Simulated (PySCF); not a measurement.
**Two-component Hartree-Fock for Ta(57+) (tantalum, charge +57)**

Start: [Ne] 3s2 3p4; 3p1/2 filled at m_j = -1/2, +1/2; 3p3/2 filled at m_j = +1/2, +3/2. Calculated with PySCF 2.14 in an even-tempered Gaussian basis (18 s from 17 bohr⁻², ratio 2.4; 14 p from 22 bohr⁻², ratio 2.4; 4 d from 78 bohr⁻², ratio 2.6; 4 f from 120 bohr⁻², ratio 2.6): generalised Hartree-Fock with the X2C-1e Hamiltonian and a Gaussian nucleus; one run each with spin-orbit coupling (SO) switched off, then screened by Boettger's factors.

```json
{"spinor shell": "1s1/2", "electrons": "2", "ε, spin-free (eV)": "-72132.2", "ε, screened SO (eV)": "-72106.4", "weight of nominal j (screened SO)": "1.000", "rms radius, screened SO (bohr)": "0.0211"}
{"spinor shell": "2s1/2", "electrons": "2", "ε, spin-free (eV)": "-15963.3", "ε, screened SO (eV)": "-15953.3", "weight of nominal j (screened SO)": "1.000", "rms radius, screened SO (bohr)": "0.0842"}
{"spinor shell": "2p1/2", "electrons": "2", "ε, spin-free (eV)": "-14529.4", "ε, screened SO (eV)": "-15455.6", "weight of nominal j (screened SO)": "1.000", "rms radius, screened SO (bohr)": "0.0715"}
{"spinor shell": "2p3/2", "electrons": "4", "ε, spin-free (eV)": "-14529.4", "ε, screened SO (eV)": "-14145.3", "weight of nominal j (screened SO)": "1.000", "rms radius, screened SO (bohr)": "0.0785"}
{"spinor shell": "3s1/2", "electrons": "2", "ε, spin-free (eV)": "-6310.9", "ε, screened SO (eV)": "-6307.2", "weight of nominal j (screened SO)": "1.000", "rms radius, screened SO (bohr)": "0.203"}
{"spinor shell": "3p1/2", "electrons": "2", "ε, spin-free (eV)": "-5889.9", "ε, screened SO (eV)": "-6120.4", "weight of nominal j (screened SO)": "0.999", "rms radius, screened SO (bohr)": "0.193"}
{"spinor shell": "3p3/2", "electrons": "2", "ε, spin-free (eV)": "-5889.9", "ε, screened SO (eV)": "-5790.0", "weight of nominal j (screened SO)": "1.000", "rms radius, screened SO (bohr)": "0.204"}
```

| quantity | spin-free | screened SO |
| --- | --- | --- |
| E (hartree) | -12121.17817 | -12145.07471 |
| M_J | 2 | 2 |
| ⟨J²⟩ | 6.000 | 6.001 |
| ⟨L²⟩ | 2.000 | 3.289 |
| ⟨S²⟩ | 2.000 | 1.408 |

Each row is a mean over spinors that exchange with the open shell spreads, by up to 38.214 eV (3s1/2).

Breit and QED terms are absent; they matter most for the inner s and p1/2 levels.

Densities and radii are taken from the X2C orbitals without a picture-change correction, which distorts them close to the nucleus.

Without spin-orbit coupling the j labels of p, d and f shells carry no meaning; the spin-free column gives the mean over the occupied spinors of each nl shell.
